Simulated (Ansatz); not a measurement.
Ansatz (a program for electronic structure) input (r2SCANh/def2-TZVPD):

Ansatz 0.2 input:
```yaml
crystal:
  periodic: [false, false, false]
  atoms:
    - {symbol: Hf, position_ang: [-0.06483973, -0.17617913, -0.11732038]}
    - {symbol: O, position_ang: [1.30017240, 0.97736726, -0.30652361]}
    - {symbol: O, position_ang: [-0.71661485, 0.60824491, 1.36240707]}
basis:
  gaussian:
    orbitals: def2-TZVPD
hamiltonian:
  xc: {name: r2SCANh}
total_charge: 1
magnetization: {spin_polarized: true, initial_magnetization: 1}
output: {forces: true}
```

End of the output:

```
735 factors; their error is unknown
mean field: 0.54 GiB planned
mean field evaluation 1: about -5362.4357 eV, gradient 8.9e1 eV
mean field evaluation 2: about -4938.6270 eV, gradient 2.6e2 eV
mean field evaluation 4: about -5391.2037 eV, gradient 1.4e1 eV
mean field evaluation 8: about -5392.0107 eV, gradient 8.7e-2 eV
mean field evaluation 16: about -5392.0160 eV, gradient 1.6e-3 eV
mean field -5392.01599174 eV, -198.1529328568 hartree, gradient 4.1e-5 eV, S^2 0.796151; 2 other end points of the search recorded, 0 dependent functions left out
the calculation of the forces begins
reference -5392.01600879 eV, -198.1529334833 hartree; 14, 13 occupied and 109, 110 virtual orbitals, 735 factors
Total energy: -5392.01600879 eV, -198.1529334833 hartree
Atom 0 at    -0.064840    -0.176179    -0.117320 Å, force     0.126437     0.343547     0.228773 eV/Å
Atom 1 at     1.300172     0.977367    -0.306524 Å, force    -0.269529    -0.209534     0.056340 eV/Å
Atom 2 at    -0.716615     0.608245     1.362407 Å, force     0.143093    -0.134014    -0.285113 eV/Å
Dipole moment:    -0.404059    -1.097887    -0.731100 e Å
```

The spin state was set by rule; other spins were not relaxed.
